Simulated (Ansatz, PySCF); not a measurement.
System: H₃Ga, singlet: umbrella (inversion) coordinate, bond length relaxed. Scanned: angle between the Ga-H bonds and the threefold axis (90 = planar). Other coordinates (Ga-H bond length) were minimised at B3LYP/def2-TZVP.

Methods: RKS-PBE/cc-pVTZ = Ansatz (a first-principles code) with restricted PBE/cc-pVTZ; wB97X-V/cc-pVTZ (PySCF); CCSD(T) on RHF/cc-pVTZ, 9 core orbitals frozen (PySCF).

Energies relative to the lowest point of each profile, in mEh; the last columns give the difference from CCSD(T):

| a / ° | RKS-PBE/cc-pVTZ | wB97X-V | CCSD(T) | RKS-PBE/cc-pVTZ − CCSD(T) | wB97X-V − CCSD(T) |
|---|---|---|---|---|---|
| 90 | 0.0 | 0.0 | 0.0 | 0.0 | 0.0 |
| 93 | 0.7 | 0.7 | 0.7 | 0.0 | 0.0 |
| 96 | 2.7 | 2.9 | 2.7 | -0.1 | 0.1 |
| 99 | 6.0 | 6.4 | 6.2 | -0.2 | 0.3 |
| 102 | 10.7 | 11.5 | 10.9 | -0.3 | 0.5 |
| 105 | 16.7 | 17.9 | 17.1 | -0.4 | 0.8 |
| 108 | 24.0 | 25.8 | 24.6 | -0.7 | 1.2 |
| 111 | 32.7 | 35.2 | 33.6 | -0.9 | 1.6 |
| 114 | 42.7 | 46.1 | 44.1 | -1.3 | 2.0 |
| 117 | 54.2 | 58.5 | 56.0 | -1.8 | 2.5 |
| 120 | 67.2 | 72.5 | 69.5 | -2.3 | 3.0 |
| 123 | 81.7 | 88.2 | 84.4 | -2.7 | 3.8 |
| 126 | 97.8 | 105.7 | 100.9 | -3.1 | 4.8 |
| 129 | 115.7 | 125.1 | 118.9 | -3.2 | 6.1 |
| 132 | 135.6 | 146.5 | 138.6 | -3.0 | 7.9 |

RKS-PBE/cc-pVTZ is furthest from CCSD(T) at 129 (-3.2 mEh, below); its mean absolute difference over the points is 1.3 mEh.

wB97X-V is furthest from CCSD(T) at 132 (7.9 mEh, above); its mean absolute difference over the points is 2.3 mEh.
